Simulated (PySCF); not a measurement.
# What a mistake does to a calculation on AlBGeH8Si

Calculated results; nothing here was measured. They come from PySCF 2.14.0, an open-source quantum chemistry program, on an isolated molecule that a program drew, which may never have been made. The molecule is AlBGeH8Si (charge 0, singlet), drawn as the SMILES string `[AlH2][B]([SiH3])[GeH3]`.

Each row is a Hartree-Fock (HF) and frozen-core CCSD(T) single point in the cc-pV(D+d)Z basis, meant for a local HF minimum. Run 1 is clean. Each other run has one planted mistake out of seven kinds, and not every kind appears here: one electron removed, one electron added, multiplicity raised by two, geometry at a saddle point, minimal basis STO-3G, one bond length entered in bohr, all coordinates scaled. The reference is restricted for singlets and unrestricted otherwise, and also for a bond in bohr. Adding or removing an electron swaps singlet and doublet. Electrons count all cores. HOMO and LUMO are orbital energies over both spins, the gradient is its largest component, and the lowest frequency (negative if imaginary) is given only where the gradient is small. Bond lengths are over the 11 bonds as drawn. T1 is the CCSD diagnostic: over 0.02 (restricted) or 0.045 (unrestricted) a single reference is doubtful. Germanium has the cc-pVDZ-PP basis, with a core potential (ECP10MDF) in place of its 10 inner electrons, and its 3s, 3p and 3d shells are frozen in CCSD(T).

Geometry of the clean run:
```xyz
12
AlBGeH8Si, angstrom
Al   -2.5413    1.6483   -1.3387
B    -1.8079   -0.1592   -0.4666
Si   -3.0140   -1.6783    0.1624
Ge    0.2526   -0.4793   -0.2355
H    -2.7771    2.9328   -0.4398
H    -2.8445    1.7230   -2.8928
H    -2.4558   -2.4290    1.3156
H    -3.1216   -2.6069   -0.9959
H    -4.3869   -1.2439    0.5286
H     0.6086   -0.0451    1.1972
H     0.6509   -1.9539   -0.3971
H     1.1229    0.3453   -1.1982
```

```
run,electrons,basis functions,<S^2>,HOMO (eV),LUMO (eV),gradient (hartree/bohr),lowest frequency (cm^-1),mean bond (Å),longest bond (Å),T1,HF (hartree),CCSD(T) (hartree),mistake
1,72,123,0.000,-9.76,0.59,5.4e-06,54,1.6833,2.137,0.0143,-853.51087,-853.94829,no fault
2,72,123,0.000,-9.89,0.68,6.1e-02,-,1.5368,1.951,0.0143,-853.42616,-853.86398,all coordinates scaled
3,72,123,2.021,-8.04,-1.13,2.8e-02,-,1.6833,2.137,0.0179,-853.44403,-853.87398,multiplicity raised by two
4,72,123,0.883,-8.06,0.44,9.2e-03,-,1.8115,2.996,0.0441,-853.41623,-853.84373,?
```

**Which mistake was planted in run 4, and what did it cost?**

The mean bond changes by a factor of 1.076 and the longest by 1.402, so the molecule wasn't scaled as a whole. A length L in bohr read as angstrom grows by (1/0.5292 - 1) L = 0.890 L. The 11 bonds together grew by 11 x 0.1282 = 1.410 Å, which gives L = 1.585 Å. That is the length of one of the Al-H bonds, 1.585 Å in the clean geometry. So the mistake is: one bond length entered in bohr. Subtracting run 1 and multiplying by 627.51 kcal/mol a hartree, the energy moved by 59.4 kcal/mol in HF and 65.6 kcal/mol in CCSD(T).

